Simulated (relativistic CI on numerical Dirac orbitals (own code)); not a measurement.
**Slater and spin-orbit integrals, Sn XXXVI**

Computed by Dirac-Coulomb-Breit CI, separate exchange-only KLI orbitals for each configuration, model QED, unscaled Slater integrals (own radial code, finite nucleus).

Slater integrals F^k, G^k are unscaled and averaged over j, outside the closed core [Ne]; ζ comes from projecting the Hamiltonian with its Breit term on Σ l·s of the shell.

- 3s2.3p3: F^2(3p,3p) = 336290, ζ(3p) = 301460 cm⁻¹; <r>(3p) = 0.2941, <r^2>(3p) = 0.09982 (bohr units).
- 3s.3p4: F^2(3p,3p) = 336070, G^1(3s,3p) = 423870, ζ(3p) = 301320 cm⁻¹; <r>(3s) = 0.3034, <r^2>(3s) = 0.1048, <r>(3p) = 0.2943, <r^2>(3p) = 0.09996 (bohr units).
- 3s2.3p2.3d: F^2(3p,3p) = 335930, ζ(3p) = 301040, F^2(3p,3d) = 337810, G^1(3p,3d) = 354570, G^3(3p,3d) = 238900, ζ(3d) = 39307 cm⁻¹; <r>(3p) = 0.2945, <r^2>(3p) = 0.1, <r>(3d) = 0.2604, <r^2>(3d) = 0.07828 (bohr units).

Averages of the first 10 configurations, taken without configuration mixing, which lowers the lowest level and can move excited configurations by several eV; other configurations of the list can lie among them:

```tsv
Configuration	Parity	States	Average energy above the lowest level (eV)
3s2.3p3	odd	20	62.1
3s.3p4	even	30	205.3
3s2.3p2.3d	even	150	231.2
3p5	odd	6	363.1
3s.3p3.3d	odd	400	368.2
3p4.3d	even	150	519.7
3s.3p2.3d2	even	1350	536.6
3s2.3p.3d.4p	even	360	1317.6
3p4.4s	even	30	1383.1
3s.3p2.3d.4s	even	600	1391.8
```
